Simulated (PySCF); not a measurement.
# Working out the ionisation energy of Hg²⁺

Hg²⁺ [Xe] 4f14 5d10 (1S) → Hg³⁺ [Xe] 4f14 5d9 (2D). All numbers are calculated (PySCF 2.14, scalar relativity by spin-free X2C-1e, in ANO-RCC-VTZP (8s7p5d3f1g, 84 functions)). Frozen: [Xe] 4f14. Energies in hartree (1 hartree = 27.21139 eV):

```json
{"part": "UHF", "Hg²⁺ (lower)": "-19618.244720", "Hg³⁺ (upper)": "-19617.013280"}
{"part": "CCSD correlation", "Hg²⁺ (lower)": "-0.289017", "Hg³⁺ (upper)": "-0.234757"}
{"part": "(T)", "Hg²⁺ (lower)": "-0.008490", "Hg³⁺ (upper)": "-0.005678"}
```

Question: What does Hartree-Fock give?

Answer: (-19617.013280) − (-19618.244720) = 1.231440 hartree = 33.509 eV.

Question: What do CCSD and CCSD(T) give?

Answer: The CCSD correlation energies differ by 0.054260 hartree = 1.476 eV and the triples by 0.002812 hartree = 0.077 eV, so CCSD gives 34.985 eV and CCSD(T) 35.062 eV.

A first-order spin-orbit estimate adds -0.819 eV to CCSD(T) (valence), giving 34.243 eV against 34.49 ± 0.05 eV (measured; NIST Atomic Spectra Database, ionization energies).

What remains against the reference includes basis incompleteness, the frozen core and higher excitations.
